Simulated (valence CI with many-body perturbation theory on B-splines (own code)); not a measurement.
Sn18+: calculated level list

Level of theory: valence CI with perturbative core correlation (CI+MBPT): four valence electrons over a frozen Dirac-Fock core [Ar] 3d10, radial functions for each j: 11 s, 11 p, 10 d, 8 f, 5 g, 2 h, with the one-electron correlation potential Σ1, the two-electron term Σ2, the three-electron term Σ3, Breit, model QED; selected CI, second order for the rest, scaled by the run's own slope (own B-spline code, finite nucleus).

No measured levels were compared; by estimate levels hold to about 250 cm⁻¹ or 0.2 % of their energy and the worst to 1 %, as in measured heavy ions of charge 2 to 7; those with d or f electrons hold less well. Among the levels kept, up to 560 cm⁻¹ of a level comes from second order outside the variational space, and about a tenth of that is noise between levels of different J, which matters for small intervals.

Levels 1 to 45 of 186, with energies above the lowest level, 4s2 4p2 3P_0. "Leading %" is the weight of the configuration and term that name the level; weights of strongly mixed levels are sums over their largest components and can fall short. Lifetimes count E1, E2, E3, M1 and M2 decay at the calculated energies, and are blank where another channel may lead or the interval is too uncertain; long ones can be off by a factor of two.

| No. | Configuration | Term | J | E (cm⁻¹) | Leading % | Lifetime | g |
| --- | --- | --- | --- | --- | --- | --- | --- |
| 1 | 4s2 4p2 | 3P | 0 | 0 | 80 |  |  |
| 2 | 4s2 4p2 | 3P | 1 | 67678 | 98 | 221 μs | 1.500 |
| 3 | 4s2 4p2 | 1D | 2 | 84286 | 49 | 18.7 ms | 1.248 |
| 4 | 4s2 4p2 | 3P | 2 | 165200 | 49 | 85.3 μs | 1.251 |
| 5 | 4s2 4p2 | 1S | 0 | 207030 | 79 | 35.8 μs |  |
| 6 | 4s 4p3 | 5S° | 2 | 387140 | 75 | 681 ps | 1.860 |
| 7 | 4s 4p3 | 3D° | 1 | 452400 | 63 | 57.3 ps | 0.800 |
| 8 | 4s 4p3 | 3D° | 2 | 469600 | 63 | 142 ps | 1.345 |
| 9 | 4s 4p3 | 3D° | 3 | 493650 | 94 | 167 ps | 1.332 |
| 10 | 4s 4p3 | 3P° | 0 | 529810 | 95 | 54.0 ps |  |
| 11 | 4s 4p3 | 3P° | 1 | 539820 | 64 | 38.7 ps | 1.301 |
| 12 | 4s 4p3 | 1D° | 2 | 546360 | 37 | 39.0 ps | 1.219 |
| 13 | 4s 4p3 | 3S° | 1 | 590190 | 53 | 8.46 ps | 1.558 |
| 14 | 4s 4p3 | 3P° | 2 | 609300 | 36 | 47.5 ps | 1.224 |
| 15 | 4s2 4p 4d | 3F° | 2 | 659320 | 84 | 44.5 ps | 0.720 |
| 16 | 4s 4p3 | 1P° | 1 | 680540 | 50 | 8.94 ps | 1.333 |
| 17 | 4s2 4p 4d | 3F° | 3 | 691390 | 86 | 45.6 ps | 1.097 |
| 18 | 4s2 4p 4d | 3P° | 2 | 715000 | 46 | 6.98 ps | 1.270 |
| 19 | 4s2 4p 4d | 3D° | 1 | 724460 | 55 | 4.24 ps | 0.834 |
| 20 | 4s2 4p 4d | 3F° | 4 | 751060 | 98 | 187 μs | 1.249 |
| 21 | 4s2 4p 4d | 1D° | 2 | 776100 | 42 | 5.47 ps | 1.053 |
| 22 | 4s2 4p 4d | 3P° | 0 | 785830 | 94 | 6.16 ps |  |
| 23 | 4s2 4p 4d | 3D° | 3 | 792600 | 72 | 4.52 ps | 1.266 |
| 24 | 4s2 4p 4d | 3P° | 1 | 792720 | 64 | 5.32 ps | 1.199 |
| 25 | 4s2 4p 4d | 3P° | 2 | 802860 | 42 | 5.62 ps | 1.303 |
| 26 | 4s2 4p 4d | 1F° | 3 | 845900 | 81 | 3.97 ps | 1.052 |
| 27 | 4s2 4p 4d | 1P° | 1 | 858560 | 79 | 5.71 ps | 0.969 |
| 28 | 4p4 | 3P | 2 | 892270 | 59 | 27.0 ps | 1.361 |
| 29 | 4p4 | 3P | 0 | 934460 | 49 | 20.5 ps |  |
| 30 | 4s 4p2 4d | 5F | 1 | 963400 | 43 | 62.3 ps | 0.768 |
| 31 | 4p4 | 3P | 1 | 971340 | 47 | 30.1 ps | 0.911 |
| 32 | 4s 4p2 4d | 5F | 2 | 974620 | 43 | 87.1 ps | 1.135 |
| 33 | 4p4 | 1D | 2 | 979850 | 38 | 35.0 ps | 1.129 |
| 34 | 4s 4p2 4d | 5F | 3 | 995070 | 53 | 76.4 ps | 1.349 |
| 35 | 4s 4p2 4d | 5D | 0 | 1024100 | 92 | 278 ps |  |
| 36 | 4s 4p2 4d | 5D | 1 | 1028100 | 80 | 86.2 ps | 1.365 |
| 37 | 4s 4p2 4d | 5D | 2 | 1029300 | 48 | 64.5 ps | 1.249 |
| 38 | 4s 4p2 4d | 5F | 4 | 1030900 | 75 | 2.17 ns | 1.371 |
| 39 | 4s 4p2 4d | 5F | 3 | 1033500 | 35 | 62.4 ps | 1.298 |
| 40 | 4s 4p2 4d | 5D | 4 | 1049300 | 47 | 760 ps | 1.366 |
| 41 | 4s 4p2 4d | 3F | 2 | 1049500 | 68 | 36.4 ps | 0.853 |
| 42 | 4s 4p2 4d | 5F | 5 | 1058200 | 82 | 1.05 ns | 1.363 |
| 43 | 4s 4p2 4d | 3F | 3 | 1076700 | 53 | 14.2 ps | 1.285 |
| 44 | 4s 4p2 4d | 3P | 2 | 1080300 | 46 | 11.5 ps | 1.343 |
| 45 | 4p4 | 1S | 0 | 1084000 | 44 | 25.7 ps |  |

Names give the largest LS component (configuration and term), which can be under half, so a name can repeat, a term be missing and a line seem to break the LS rules; names also repeat where a configuration has a term twice.

Where two levels of one J and parity lie close, their mixing, g and order are uncertain.

The ionisation energy to 4s2 4p 2P°_1/2 of the next ion comes out as 507.33 eV (NIST: 506 ± 3 eV (theoretical)). All 186 levels together are meant to be complete up to 1732000 cm⁻¹.
